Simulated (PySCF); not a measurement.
SMILES C[SiH2]c1ccc(cc1)[SiH2]F (GFN2-xTB optimised geometry):

```
21

Si    -2.891    -2.335     5.472
F     -2.968    -3.914     5.150
C     -2.319    -1.469     3.905
C     -2.145    -0.087     3.878
C     -1.726     0.557     2.731
C     -1.461    -0.150     1.560
C     -1.636    -1.530     1.588
C     -2.056    -2.178     2.734
Si    -0.853     0.726     0.000
C      1.047     0.726     0.000
H     -1.925    -2.228     6.558
H     -4.249    -1.970     5.854
H     -2.343     0.488     4.772
H     -1.601     1.631     2.739
H     -1.442    -2.106     0.694
H     -2.183    -3.251     2.726
H     -1.357     2.106     0.000
H     -1.357     0.009    -1.178
H      1.438     1.213    -0.888
H      1.442     1.251     0.865
H      1.442    -0.286     0.023
```

Level of theory: PBE0/def2-SVP (PySCF).

**Question.** What are the frontier orbital energies and the dipole moment?

**Answer.** HOMO-2 -8.52 eV, HOMO-1 -7.57 eV, HOMO -7.48 eV, LUMO -0.96 eV, LUMO+1 -0.33 eV; dipole moment 1.83 D.

On the same geometry PySCF with PBE/def2-SVP gives HOMO-2 -7.13 eV, HOMO-1 -6.53 eV, HOMO -6.45 eV, LUMO -1.76 eV, LUMO+1 -1.24 eV; dipole moment 1.71 D.

Meta-Löwdin charges at PBE0/def2-SVP: Si1 0.92, F2 -0.48, C3 -0.24, C4 -0.10, C5 -0.10, C6 -0.21, C7 -0.10, C8 -0.09, Si9 0.62, C10 -0.54, H11 -0.12, H12 -0.12, H13 0.10, H14 0.10, H15 0.10, H16 0.11, H17 -0.11, H18 -0.11, H19 0.12, H20 0.12, H21 0.12.
